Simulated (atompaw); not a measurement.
## How hard is this barium PAW (atompaw) potential?

```json
{"Element": "Ba (Z = 56)", "Generator": "atompaw 4.2.0.5", "Type": "PAW", "Functional": "PBEsol", "Relativity": "scalar-relativistic", "Frozen core": "[Kr] 4d10", "Valence charge": "10", "Reference configuration": "5s2 5p6 5d0 6s1.75 6p0.25", "Partial waves": "5s (bound): rc 2.00 bohr; 6s (bound): rc 2.85 bohr; 5p (bound): rc 2.95 bohr; 6p (bound): rc 3.00 bohr; 5d (bound, empty): rc 3.00 bohr; 5d channel at 0.3 Ry: rc 3.00 bohr; 4f channel at 0.15 Ry: rc 3.00 bohr; 4f channel at 2.9 Ry: rc 3.00 bohr", "Local potential": "ultrasoft scheme with l = 4 at 0 Ry, radius 2.40 bohr", "Core correction": "smooth core density matched at 1.70 bohr", "Augmentation charge": "sinc compensation charge, radius 2.55 bohr; PAW radius 3.00 bohr; waves and projectors: custom polynom2 7 10 vanderbiltortho"}
```

The pseudo-atom Hamiltonian at the reference potential is diagonalised in spherical Bessel functions j_l(qr) that vanish at 20 bohr, with q² up to the cutoff. All-electron valence levels (Ry): 5s -2.4991, 6s -0.2500, 5p -1.3989, 6p -0.1006, 5d -0.1646.

Q: How do the lowest levels (Ry) of each channel move with the cutoff, and are there ghosts?

A:

```tsv
cutoff (Ry)	s #1	s #2	p #1	p #2	d #1	f #1	f #2	Σ f·Δε (mRy)
8	-2.4975	-0.2491	-1.3818	-0.0994	-0.1541	0.0736	0.1144	107.6
12	-2.4986	-0.2493	-1.3941	-0.1002	-0.1627	0.0735	0.1110	31.1
21	-2.4991	-0.2498	-1.3979	-0.1004	-0.1641	0.0733	0.1081	6.6
30	-2.4991	-0.2500	-1.3985	-0.1005	-0.1643	0.0732	0.1074	2.2
45	-2.4991	-0.2500	-1.3988	-0.1005	-0.1646	0.0732	0.1073	0.6
55	-2.4991	-0.2500	-1.3988	-0.1005	-0.1646	0.0732	0.1072	0.4
400	-2.4991	-0.2500	-1.3989	-0.1005	-0.1646	0.0732	0.1072	0.0
```

Result: no extra level below or beside the all-electron valence levels (s, p, d, f tested); 10 mRy is reached at 21 Ry and 1 mRy at 45 Ry.
